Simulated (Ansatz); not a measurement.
Job for Ansatz (a program for electronic structure): U-r2SCAN/cc-pV(T+d)Z on ClH3Si (SMILES [SiH3]Cl), a point of a bond scan (R = 6.612 Å). Files ending in .json are basis or fitting sets from the Basis Set Exchange.

Ansatz 0.2 input:
```yaml
crystal:
  periodic: [false, false, false]
  atoms:
    - {symbol: Si, position_ang: [-0.99093627, -0.03421151, -0.02690936]}
    - {symbol: Cl, position_ang: [5.61493973, 0.19385259, 0.15247643]}
    - {symbol: H, position_ang: [-1.39746449, -1.01152605, -1.05530163]}
    - {symbol: H, position_ang: [-1.49637032, 1.31045082, -0.36516845]}
    - {symbol: H, position_ang: [-1.48085708, -0.44995851, 1.30167319]}
basis:
  gaussian:
    orbitals: cc-pV_T+d_Z.json
hamiltonian:
  xc: {name: r2SCAN}
magnetization: {spin_polarized: true, initial_magnetization: 0}
```

Program output:

```
WARN ansatz: RAYON_NUM_THREADS=1 ignored (pool sized by the plan → 1); use --threads N
Functional definition: r2SCAN
integrals: 0.03 GiB planned
795 factors; their error is unknown
mean field: 0.34 GiB planned
mean field evaluation 1: about -20438.9312 eV, gradient 2.0e1 eV
mean field evaluation 2: about -20179.7318 eV, gradient 8.6e1 eV
mean field evaluation 4: about -20440.5548 eV, gradient 1.1e1 eV
mean field evaluation 8: about -20440.5552 eV, gradient 1.1e1 eV
mean field evaluation 16: about -20444.1545 eV, gradient 1.1e-5 eV
mean field evaluation 32: about -20445.0053 eV, gradient 3.4e-4 eV
mean field evaluation 64: about -20444.5506 eV, gradient 1.4e0 eV
mean field evaluation 96: about -20444.0880 eV, gradient 2.8e0 eV
mean field evaluation 128: about -20445.0056 eV, gradient 8.6e-4 eV
mean field evaluation 160: about -20445.0056 eV, gradient 5.4e-4 eV
mean field evaluation 192: about -20445.0059 eV, gradient 2.5e-3 eV
mean field evaluation 224: about -20445.0056 eV, gradient 5.6e-4 eV
mean field evaluation 256: about -20445.0040 eV, gradient 2.4e-2 eV
mean field evaluation 288: about -20445.0054 eV, gradient 6.8e-2 eV
mean field -20445.00561780 eV, -751.3400983317 hartree, gradient 2.6e-6 eV, S^2 0.859419; 15 other end points of the search recorded, 0 dependent functions left out
reference -20445.00563356 eV, -751.3400989108 hartree; 17, 17 occupied and 103, 103 virtual orbitals, 795 factors
Total energy: -20445.00563356 eV, -751.3400989108 hartree
```

The calculation finished and met its thresholds. Its determinant has ⟨S²⟩ = 0.86, a mixture of spin states.

Cost: about 80 core-seconds (a rough figure).
